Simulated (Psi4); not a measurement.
C5H12B, doublet, at a GFN2-xTB geometry; PBE/def2-SVP run with Psi4.

The Psi4 input:
```
memory 2 GB

molecule {
0 2
  C     0.10409044    0.61883245   -1.64324579
  B    -0.03673243    0.38608715   -0.17644443
  C     1.17071369   -0.05286652    0.76868788
  C     2.47588794   -0.45167808    0.08272398
  C    -1.47518250    0.54910000    0.51736773
  C    -2.26454479   -0.75107039    0.31908363
  H     1.02173887    0.92503159   -2.12099606
  H    -0.71577674    0.52662001   -2.33942613
  H     0.85502393   -0.87237012    1.42010092
  H     1.37138162    0.78743792    1.44263178
  H     2.31780254   -1.30165364   -0.57736087
  H     2.86634279    0.37195802   -0.51033938
  H     3.23185633   -0.72767288    0.81696201
  H    -1.39105397    0.74477089    1.58736705
  H    -2.05247428    1.36841118    0.08569121
  H    -2.39018860   -0.96776359   -0.73921279
  H    -1.74473043   -1.58928146    0.77759154
  H    -3.25204853   -0.66982835    0.77150825
}

set basis def2-svp
set reference uks

energy('pbe')
print_variables()
```

Output, abridged:

```
   => Loading Basis Set <=

    Name: DEF2-SVP
    Role: ORBITAL
    Keyword: BASIS

         ---------------------------------------------------------
                                   SCF
               by Justin Turney, Rob Parrish, Andy Simmonett
                          and Daniel G. A. Smith
                              UKS Reference
         ---------------------------------------------------------

  ==> Geometry <==

    Molecular point group: c1
    Full point group: C1

    Geometry (in Angstrom), charge = 0, multiplicity = 2:

       Center              X                  Y                   Z               Mass
    ------------   -----------------  -----------------  -----------------  -----------------
         C            0.105943861693     0.597376822690    -1.633766067860    12.000000000000
         B           -0.034879008307     0.364631522690    -0.166964707860    11.009305360000
         C            1.172567111693    -0.074322147310     0.778167602140    12.000000000000
         C            2.477741361693    -0.473133707310     0.092203702140    12.000000000000
         C           -1.473329078307     0.527644372690     0.526847452140    12.000000000000
         C           -2.262691368307    -0.772526017310     0.328563352140    12.000000000000
         H            1.023592291693     0.903575962690    -2.111516337860     1.007825032230
         H           -0.713923318307     0.505164382690    -2.329946407860     1.007825032230
         H            0.856877351693    -0.893825747310     1.429580642140     1.007825032230
         H            1.373235041693     0.765982292690     1.452111502140     1.007825032230
         H            2.319655961693    -1.323109267310    -0.567881147860     1.007825032230
         H            2.868196211693     0.350502392690    -0.500859657860     1.007825032230
         H            3.233709751693    -0.749128507310     0.826441732140     1.007825032230
         H           -1.389200548307     0.723315262690     1.596846772140     1.007825032230
         H           -2.050620858307     1.346955552690     0.095170932140     1.007825032230
         H           -2.388335178307    -0.989219217310    -0.729733067860     1.007825032230
         H           -1.742877008307    -1.610737087310     0.787071262140     1.007825032230
         H           -3.250195108307    -0.691283977310     0.780987972140     1.007825032230

  Running in c1 symmetry.

  Rotational constants: A =      0.17930  B =      0.06588  C =      0.05566 [cm^-1]
  Rotational constants: A =   5375.16454  B =   1975.04619  C =   1668.73646 [MHz]
  Nuclear repulsion =  219.599728627891068

  Charge       = 0
  Multiplicity = 2
  Electrons    = 47
  Nalpha       = 24
  Nbeta        = 23

  ==> Algorithm <==

  SCF Algorithm Type is DF.
  DIIS enabled.
  MOM disabled.
  Fractional occupation disabled.
  Guess Type is SAD.
  Energy threshold   = 1.00e-06
  Density threshold  = 1.00e-06
  Integral threshold = 1.00e-12

  ==> Primary Basis <==

  Basis Set: DEF2-SVP
    Blend: DEF2-SVP
    Number of shells: 72
    Number of basis functions: 144
    Number of Cartesian functions: 150
    Spherical Harmonics?: true
    Max angular momentum: 2

  ==> DFT Potential <==

   => LibXC <=

    Version 7.1.2
    S. Lehtola, C. Steigemann, M. J. T. Oliveira, and M. A. L. Marques,  SoftwareX 7, 1–5 (2018) (10.1016/j.softx.2017.11.002)

   => Composite Functional: PBE <=

    PBE GGA Exchange-Correlation Functional

    J.P. Perdew et. al., Phys. Rev. Lett., 77(18), 3865-3868, 1996

    Deriv               =              1
    GGA                 =           TRUE
    Meta                =          FALSE

    Exchange Hybrid     =          FALSE
    MP2 Hybrid          =          FALSE

   => Exchange Functionals <=

    1.0000     XC_GGA_X_PBE

   => Correlation Functionals <=

    1.0000     XC_GGA_C_PBE

   => LibXC Density Thresholds  <==

    XC_GGA_C_PBE:  1.00E-12
    XC_GGA_X_PBE:  1.00E-15

   => Molecular Quadrature <=

    Radial Scheme          =       TREUTLER
    Pruning Scheme         =           NONE
    Nuclear Scheme         =       TREUTLER

    Blocking Scheme        =         OCTREE
    BS radius alpha        =              1
    Pruning alpha          =              1
    Radial Points          =             75
    Spherical Points       =            302
    Total Points           =         381691
    Total Blocks           =           2828
    Max Points             =            256
    Max Functions          =            139
    Weights Tolerance      =       1.00E-15

   => Loading Basis Set <=

    Name: (DEF2-SVP AUX)
    Role: JKFIT
    Keyword: DF_BASIS_SCF

  ==> Integral Setup <==

  SCF_SUBTYPE=INCORE selected. In-core MEM_DF algorithm will be used.
  Using in-core AOs.

  ==> MemDFJK: Density-Fitted J/K Matrices <==

    J tasked:                   Yes
    K tasked:                    No
    wK tasked:                   No
    Algorithm:                 Core
    Schwarz Cutoff:           1E-12
    Mask sparsity (%):       4.8418
    Fitting Condition:        1E-10

   => Auxiliary Basis Set <=

  Basis Set: (DEF2-SVP AUX)
    Blend: DEF2-UNIVERSAL-JKFIT
    Number of shells: 222
    Number of basis functions: 666
    Number of Cartesian functions: 774
    Spherical Harmonics?: true
    Max angular momentum: 4

  Minimum eigenvalue in the overlap matrix is 2.5493231198E-03.
  Reciprocal condition number of the overlap matrix is 3.8124001692E-04.
    Using symmetric orthogonalization.

  ==> Pre-Iterations <==

  SCF Guess: Superposition of Atomic Densities via on-the-fly atomic UHF (no occupation information).

   -------------------------
    Irrep   Nso     Nmo
   -------------------------
     A        144     144
   -------------------------
    Total     144     144
   -------------------------

  ==> Iterations <==

                           Total Energy        Delta E     RMS |[F,P]|

   @DF-UKS iter SAD:  -221.20264348376634   -2.21203e+02   0.00000e+00
   @DF-UKS iter   1:  -221.16130659117141    4.13369e-02   8.65375e-03 ADIIS/DIIS
   @DF-UKS iter   2:  -219.77973998964467    1.38157e+00   1.30865e-02 ADIIS/DIIS
   @DF-UKS iter   3:  -221.99784429727981   -2.21810e+00   2.05801e-03 ADIIS/DIIS
   @DF-UKS iter   4:  -222.03268561658339   -3.48413e-02   1.33372e-03 ADIIS/DIIS
   @DF-UKS iter   5:  -222.05493309135289   -2.22475e-02   1.59871e-04 ADIIS/DIIS
   @DF-UKS iter   6:  -222.05516514658476   -2.32055e-04   8.08687e-05 DIIS
   @DF-UKS iter   7:  -222.05523775641768   -7.26098e-05   2.84812e-05 DIIS
   @DF-UKS iter   8:  -222.05524662578384   -8.86937e-06   8.32527e-06 DIIS
   @DF-UKS iter   9:  -222.05524734095212   -7.15168e-07   4.44762e-06 DIIS
   @DF-UKS iter  10:  -222.05524757163516   -2.30683e-07   1.18034e-06 DIIS
   @DF-UKS iter  11:  -222.05524758729979   -1.56646e-08   4.04639e-07 DIIS
  Energy and wave function converged.

  ==> Post-Iterations <==

   Electrons on quadrature grid:
      Nalpha   =   23.9999965491 ; deviation = -3.451e-06
      Nbeta    =   23.0000019973 ; deviation = 1.997e-06
      Ntotal   =   46.9999985464 ; deviation = -1.454e-06

   @Spin Contamination Metric:   2.956530445E-03
   @S^2 Expected:                7.500000000E-01
   @S^2 Observed:                7.529565304E-01
   @S   Expected:                5.000000000E-01
   @S   Observed:                5.000000000E-01

    Orbital Energies [Eh]
    ---------------------

    Alpha Occupied:

[...]
    Alpha Virtual:

[...]
    Beta Occupied:

[...]
    Beta Virtual:

[...]
     144A      3.052671

    Final Occupation by Irrep:
              A
    DOCC [    23 ]
    SOCC [     1 ]
    NA   [    24 ]
    NB   [    23 ]

  @DF-UKS Final Energy:  -222.05524758729979

   => Energetics <=

    Nuclear Repulsion Energy =            219.5997286278910678
    One-Electron Energy =                -732.1049565032653845
    Two-Electron Energy =                 325.7562784709373318
    DFT Exchange-Correlation Energy =     -35.3062981828628111
    Empirical Dispersion Energy =           0.0000000000000000
    VV10 Nonlocal Energy =                  0.0000000000000000
    Total Energy =                       -222.0552475872997888

  UHF NO Occupations:
  HONO-2 :   22  A 1.9995411
  HONO-1 :   23  A 1.9992743
  HONO-0 :   24  A 1.0000000
  LUNO+0 :   25  A 0.0007257
  LUNO+1 :   26  A 0.0004589
  LUNO+2 :   27  A 0.0001543
  LUNO+3 :   28  A 0.0000869

Computation Completed

Properties will be evaluated at   0.000000,   0.000000,   0.000000 [a0]

Properties computed using the SCF density matrix

 Multipole Moments:

 ------------------------------------------------------------------------------------
     Multipole            Electronic (a.u.)      Nuclear  (a.u.)        Total (a.u.)
 ------------------------------------------------------------------------------------

 L = 1.  Multiply by 2.5417464519 to convert [e a0] to [Debye]
 Dipole X            :         -0.2158068            0.1646157           -0.0511911
 Dipole Y            :          1.9343752           -1.9056270            0.0287481
 Dipole Z            :         -0.9893144            0.8419616           -0.1473528
 Magnitude           :                                                    0.1586185

 ------------------------------------------------------------------------------------

  Variable Map:
  ----------------------------------------------------------------------------
[...]
  Array Variable Map:
  ----------------------------------------------------------------------------
[...]
[...]
```
